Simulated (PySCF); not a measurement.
C₂H₄ClNSi, SMILES C(#N)C[SiH2]Cl. Atoms are numbered in the order given.

```xyz
9

N      2.7582    -0.4601    -0.3156
C      1.8929     0.3133    -0.2323
C      0.7835     1.2416    -0.1478
Si    -0.8890     0.4371    -0.5519
Cl    -1.2837    -1.0173     0.8575
H      0.7331     1.6759     0.8660
H      0.9423     2.0786    -0.8520
H     -1.9331     1.4935    -0.4742
H     -0.8398    -0.1805    -1.9014
```
Charge 0, spin multiplicity 1.

The structure is a stationary point at r2SCAN-D4/def2-SVP. This is a generated structure with no PubChem entry under its InChIKey; it may be hypothetical. The values are those of a single conformer.

Calculation: PySCF with PBE/def2-TZVP.

Gas-phase values at a fixed geometry.

**Question.** Estimate the frontier levels, gap, dipole moment and polarisability. (An estimate is asked for; the answer gives what the named calculation found.)

**Answer.** 
```json
{
 "highest_occupied_level": "-7.65 eV",
 "lowest_empty_level": "-1.15 eV",
 "orbital_gap": "6.50 eV",
 "dipole_moment": "4.23 D",
 "quadrupole, principal values (traceless, Buckingham form, about the centre of nuclear charge)": "-15.02, 6.04, 8.98 D·Å",
 "mean_static_polarisability": "64.8 bohr³ (9.60 Å³)",
 "polarisability_principal_values": "53.1, 65.2, 76.0 bohr³"
}
```
